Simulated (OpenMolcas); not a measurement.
**MoCl2O2 (molybdenum dichloride dioxide): methods side by side**

MoCl2O2: 5 atoms, total charge 0, spin state singlet. As SMILES, `O=[Mo](=O)(Cl)Cl`. The coordinates come from a PBE0-D4/def2-TZVP relaxation.

Each level gives the vertical energy of the triplet above the singlet (eV). The values are calculated.

| level | kind | program | value (eV) | CPU time (all runs) |
| --- | --- | --- | --- | --- |
| HF/def2-SVP (core potential) | Hartree–Fock | OpenMolcas | 1.83 | 88 s |
| SVWN5/def2-SVP (core potential) | LDA | OpenMolcas | 4.12 | 3.6 min |
| revPBE/def2-SVP (core potential) | GGA | OpenMolcas | 3.95 | 5.6 min |
| M06-L/def2-SVP (core potential) | meta-GGA | OpenMolcas | 3.94 | 3 min |
| TPSS/def2-SVP (core potential) | meta-GGA | OpenMolcas | 4.31 | 4.8 min |
| PBE0/def2-SVP (core potential) | global hybrid | OpenMolcas | 3.73 | 2 min |

Spin-orbit coupling, which can split open shells on such heavy atoms by tenths of an eV, is left out. The values span 1.83 to 4.31 eV. Spin contamination of the reference (⟨S²⟩ at least 0.1 too high) touches HF/def2-SVP. Times are those of the runs behind each value, whatever else they computed, on shared processors of several kinds: orders of magnitude only.
